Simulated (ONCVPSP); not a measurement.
Debugging a pseudopotential input (La, ONCVPSP 4.0.1)

Command:

```bash
oncvpsp.x < La.dat > La.out
```

Input:

```
# ATOM AND REFERENCE CONFIGURATION
# atsym  z   nc   nv     iexc    psfile
  La 57.00    9    4  -001012      upf
#
#   n    l    f
    1    0    2.00
    2    0    2.00
    2    1    6.00
    3    0    2.00
    3    1    6.00
    3    2   10.00
    4    0    2.00
    4    1    6.00
    4    2   10.00
    5    0    2.00
    5    1    6.00
    5    2    1.00
    6    0    2.00
#
# PSEUDOPOTENTIAL AND OPTIMIZATION
# lmax
    3
#
#   l,   rc,      ep,       ncon, nbas, qcut
    0    2.70    0.00    5    8    3.90
    1    3.00    0.00    4    9    5.50
    2    3.60    0.00    5   10    4.30
    3    2.75    0.13    4    8    4.50
#
# LOCAL POTENTIAL
# lloc, lpopt,  rc(5),   dvloc0
    4    3    1.70    2.00
#
# VANDERBILT-KLEINMAN-BYLANDER PROJECTORs
# l, nproj, debl
    0    5    3.10
    1    2    1.60
    2    2    3.20
    3    2    1.40
#
# MODEL CORE CHARGE
# icmod, fcfact, rcfact
    1    0.60    0.00
#
# LOG DERIVATIVE ANALYSIS
# epsh1, epsh2, depsh
   -3.00    5.00    0.02
#
# OUTPUT GRID
# rlmax, drl
    6.00    0.01
#
# TEST CONFIGURATIONS
# ncnf
    4
# nvcnf
#   n    l    f
    4
    5    0    2.00
    5    1    6.00
    5    2    1.00
    6    0    1.00
#
    4
    5    0    2.00
    5    1    6.00
    5    2    1.00
    6    0    0.00
#
    4
    5    0    2.00
    5    1    6.00
    5    2    0.00
    6    0    0.00
#
    4
    5    0    1.00
    5    1    6.00
    5    2    1.00
    6    0    2.00
#
```

This is an input that runs to its end, with one change: nproj of l = 0 set to 5.

How does the run end?

The program runs through. Ghost flags: GHOST(+) s at 125.5 eV, GHOST(+) s at 340.6 eV; the largest excitation error among the 4 tests with output is 168 meV, against 165 meV for the unchanged input. Messages: WARNING this state with energy -0.16852686; WARNING wellstate: localized bound state found for n= 4 l= 3; WARNING will be used for the first projector.

```
   4   0  2.0000  -10.21846735
   4   1  6.0000   -7.78521191
   4   2 10.0000   -4.26204534
   5   0  1.0000   -1.82407042   -1.83609840   -1.20D-02
   5   1  6.0000   -1.19261693   -1.19820086   -5.58D-03
   5   2  1.0000   -0.41429783   -0.41193884    2.36D-03
   6   0  2.0000   -0.36312939   -0.36408844   -9.59D-04

    Total energies and differences
      AE_ref= -8.48687239D+03  AE_tst= -8.48524781D+03  dif=  1.62D+00
      PS_ref= -3.23197232D+01  PS_tst= -3.06889836D+01  dif=  1.63D+00
      PSP excitation error= -6.16D-03
```
